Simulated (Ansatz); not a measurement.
```yaml
atoms:
  - { symbol: C, position_ang: [0.0255, 0.0409, -0.5095] }
  - { symbol: O, position_ang: [0.0441, 0.0175, 0.6891] }
  - { symbol: H, position_ang: [-0.0199, -0.9655, -1.1654] }
  - { symbol: H, position_ang: [-0.0242, 0.9040, -1.1079] }
```

Basis set: aug-cc-pVDZ (spherical functions). Frozen core: 2 orbitals. Charge 0, multiplicity 1.

Computed with Ansatz (development build ahead of 0.2.0); each method stands on the lowest determinant of its kind that the runs found. Restricted open shells among the atoms or ions are ROHF, correlated in semicanonical orbitals with singles.

The atomization energy at this shape (free ground-state atoms in the same class of orbitals less the molecule, no zero-point energy) of singlet CH₂O:

| method | atomization energy |
| --- | --- |
| RHF-MP2 | 354.48 kcal/mol |

Task: What does RHF give?

Result: 254.13 kcal/mol.
